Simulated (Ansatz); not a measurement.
Born–Oppenheimer molecular dynamics of F2GeH3 (6 atoms, charge 0, multiplicity 2). It starts at the highest image of a converged band, a first-order saddle point between two minima.

Level of theory: UKS B3LYP-D4/def2-SVP (Ansatz).

* ensemble: NVE (velocity Verlet)
* time step: 0.5 fs
* steps asked: 200
* starting velocities drawn for: 100 K
* seed: 6525

Frames 5 fs apart, positions in Å, forces in eV/Å.

Velocities at 5 fs (Å/ps):

```
Ge -0.71 0.21 0.28
F 0.54 -0.21 1.16
H -1.45 17.66 -3.31
F 1.88 -1.51 -0.61
H 3.52 0.92 -8.87
H 3.48 -1.41 -18.15
```

```xyz
6
Properties=species:S:1:pos:R:3:forces:R:3 time_fs=5 energy_less_start_eV=0.002 T=96
Ge 0.056 -0.101 -0.011 0.25 -0.44 -0.74
F 0.032 -0.052 1.961 -0.07 0.09 1.23
H 1.471 0.132 -0.590 0.15 -0.14 -0.07
F -0.773 1.351 -0.457 -0.42 0.48 -0.07
H -0.762 -1.278 -0.623 0.05 0.04 -0.05
H -0.069 0.140 3.088 0.02 -0.03 -0.29
6
Properties=species:S:1:pos:R:3:forces:R:3 time_fs=10 energy_less_start_eV=-0.069 T=232
Ge 0.053 -0.101 -0.012 0.88 -0.87 -2.23
F 0.034 -0.052 1.978 -0.06 0.12 2.50
H 1.475 0.198 -0.616 -0.04 -0.23 -0.11
F -0.767 1.347 -0.460 -0.73 0.89 -0.15
H -0.741 -1.272 -0.682 -0.01 -0.01 -0.30
H -0.049 0.129 2.955 -0.04 0.10 0.29
6
Properties=species:S:1:pos:R:3:forces:R:3 time_fs=15 energy_less_start_eV=-0.235 T=553
Ge 0.053 -0.104 -0.019 0.74 -0.97 -2.68
F 0.035 -0.051 2.021 -0.04 0.12 2.38
H 1.472 0.211 -0.664 -0.12 -0.22 0.06
F -0.770 1.354 -0.466 -0.64 0.75 -0.02
H -0.717 -1.262 -0.802 0.10 0.19 -0.08
H -0.043 0.157 2.963 -0.04 0.13 0.34
6
Properties=species:S:1:pos:R:3:forces:R:3 time_fs=20 energy_less_start_eV=-0.463 T=995
Ge 0.056 -0.110 -0.036 0.08 -0.58 -2.43
F 0.037 -0.049 2.094 -0.14 0.48 3.15
H 1.448 0.174 -0.701 0.18 -0.06 0.12
F -0.781 1.371 -0.471 -0.28 0.28 0.20
H -0.672 -1.212 -0.940 0.06 0.15 0.16
H -0.047 0.211 3.049 0.10 -0.27 -1.19
6
Properties=species:S:1:pos:R:3:forces:R:3 time_fs=25 energy_less_start_eV=-0.720 T=1490
Ge 0.058 -0.117 -0.060 -0.18 0.11 -2.10
F 0.037 -0.045 2.195 0.05 -0.06 1.04
H 1.462 0.122 -0.709 0.25 0.10 0.19
F -0.795 1.391 -0.474 0.13 -0.20 0.35
H -0.618 -1.133 -1.049 -0.18 -0.19 0.02
H -0.048 0.268 3.070 -0.06 0.24 0.50
6
Properties=species:S:1:pos:R:3:forces:R:3 time_fs=30 energy_less_start_eV=-0.908 T=1852
Ge 0.060 -0.124 -0.091 -0.23 0.50 -1.74
F 0.038 -0.039 2.312 0.00 0.13 1.07
H 1.525 0.091 -0.670 -0.14 0.13 0.31
F -0.808 1.408 -0.473 0.47 -0.61 0.41
H -0.600 -1.091 -1.147 -0.11 -0.15 0.11
H -0.058 0.350 3.161 0.00 -0.01 -0.16
6
Properties=species:S:1:pos:R:3:forces:R:3 time_fs=35 energy_less_start_eV=-1.012 T=2056
Ge 0.062 -0.130 -0.129 -0.64 0.52 -1.16
F 0.039 -0.034 2.440 -0.20 1.02 2.09
H 1.564 0.091 -0.562 -0.14 0.14 0.14
F -0.815 1.418 -0.467 0.65 -0.80 0.35
H -0.606 -1.081 -1.216 0.11 0.05 0.22
H -0.075 0.469 3.263 0.21 -0.94 -1.64
6
Properties=species:S:1:pos:R:3:forces:R:3 time_fs=40 energy_less_start_eV=-1.074 T=2179
Ge 0.061 -0.134 -0.169 -0.81 0.61 -0.27
F 0.040 -0.024 2.580 0.47 -1.97 -2.18
H 1.575 0.124 -0.422 0.05 0.13 -0.10
F -0.813 1.418 -0.456 0.62 -0.73 0.22
H -0.590 -1.065 -1.243 0.12 -0.06 -0.12
H -0.078 0.522 3.262 -0.45 2.03 2.44
6
Properties=species:S:1:pos:R:3:forces:R:3 time_fs=45 energy_less_start_eV=-1.098 T=2225
Ge 0.057 -0.136 -0.211 -0.38 0.48 0.43
F 0.043 -0.020 2.716 -0.39 1.98 1.93
H 1.588 0.184 -0.304 -0.14 0.00 -0.21
F -0.804 1.409 -0.442 0.38 -0.44 0.06
H -0.546 -1.062 -1.296 0.12 -0.08 -0.33
H -0.110 0.694 3.379 0.40 -1.95 -1.88
6
Properties=species:S:1:pos:R:3:forces:R:3 time_fs=50 energy_less_start_eV=-1.188 T=2394
Ge 0.053 -0.137 -0.252 -0.14 -0.28 0.36
F 0.044 -0.009 2.861 0.31 -1.29 -0.82
H 1.572 0.246 -0.235 -0.12 -0.08 -0.23
F -0.790 1.395 -0.428 -0.02 0.06 -0.08
H -0.469 -1.068 -1.415 0.26 0.27 -0.01
H -0.115 0.735 3.347 -0.29 1.31 0.79
6
Properties=species:S:1:pos:R:3:forces:R:3 time_fs=55 energy_less_start_eV=-1.209 T=2435
Ge 0.048 -0.138 -0.291 0.15 -0.80 0.30
F 0.046 0.000 3.003 -0.07 0.43 0.13
H 1.534 0.290 -0.218 0.18 -0.08 -0.10
F -0.777 1.382 -0.415 -0.45 0.60 -0.14
H -0.336 -1.017 -1.545 0.11 0.27 0.06
H -0.137 0.841 3.368 0.08 -0.41 -0.23
6
Properties=species:S:1:pos:R:3:forces:R:3 time_fs=60 energy_less_start_eV=-1.144 T=2312
Ge 0.043 -0.142 -0.329 0.78 -0.75 0.29
F 0.049 0.009 3.147 -0.46 2.07 0.32
H 1.530 0.314 -0.225 0.06 -0.14 0.09
F -0.769 1.376 -0.403 -0.69 0.85 -0.11
H -0.179 -0.907 -1.667 -0.16 0.03 -0.13
H -0.161 0.936 3.341 0.46 -2.06 -0.47
```

Of the whole run (100 fs, mean temperature of the second half 2206 K): The conserved energy stayed within 0.38 meV per atom of its start (net change -0.37 meV per atom), so the integration is sound. The kinetic energy rose, since the run started high on the potential surface and went downhill. It ends in pieces (FGeH2 + FH), so much of that is their flight and rotation, not heat. A run of 0.1 ps of so small a system gives no equilibrium averages.

Run time: 3.5 min on 2 threads of Intel(R) Xeon(R) 6975P-C (Granite Rapids), on a shared host, peak memory 0.23 GiB.
